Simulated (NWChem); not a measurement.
Molecule: CH6O2Si; SMILES C[SiH](O)O

```xyz
10

Si     0.3339     0.0672     0.0000
C     -0.1941    -1.7065     0.0000
O     -0.2825     0.7531    -1.3867
O     -0.2825     0.7531     1.3867
H      1.8219     0.2533     0.0000
H     -1.2934    -1.7679     0.0000
H      0.1786    -2.2283     0.8940
H      0.1786    -2.2283    -0.8940
H      0.0624     1.6096    -1.6512
H      0.0624     1.6096     1.6512
```
Atoms are numbered in this order, from 1.

All runs use the structure optimised with PBE0/def2-SVP.

Symmetry labels are those of Cs in the frame above (b1 and b2, or b-type labels, depend on it).

Question: List the 6 lowest vertical singlet excitations from PBE/6-31G* (spherical d), TDA (NWChem).

Answer: 
```json
[
 {"state": "S1", "energy (eV)": "7.38", "oscillator strength": "0.009", "symmetry": "a'", "leading excitation (squared amplitude)": "HOMO−1 → LUMO (0.98)"},
 {"state": "S2", "energy (eV)": "7.60", "oscillator strength": "0.031", "symmetry": "a\"", "leading excitation (squared amplitude)": "HOMO → LUMO (0.91)"},
 {"state": "S3", "energy (eV)": "8.05", "oscillator strength": "0.017", "symmetry": "a\"", "leading excitation (squared amplitude)": "HOMO−1 → LUMO+1 (0.86)"},
 {"state": "S4", "energy (eV)": "8.13", "oscillator strength": "0.002", "symmetry": "a'", "leading excitation (squared amplitude)": "HOMO → LUMO+1 (0.64)"},
 {"state": "S5", "energy (eV)": "8.21", "oscillator strength": "0.049", "symmetry": "a'", "leading excitation (squared amplitude)": "HOMO−2 → LUMO (0.65)"},
 {"state": "S6", "energy (eV)": "8.59", "oscillator strength": "0.007", "symmetry": "a\"", "leading excitation (squared amplitude)": "HOMO−3 → LUMO (0.69)"}
]
```
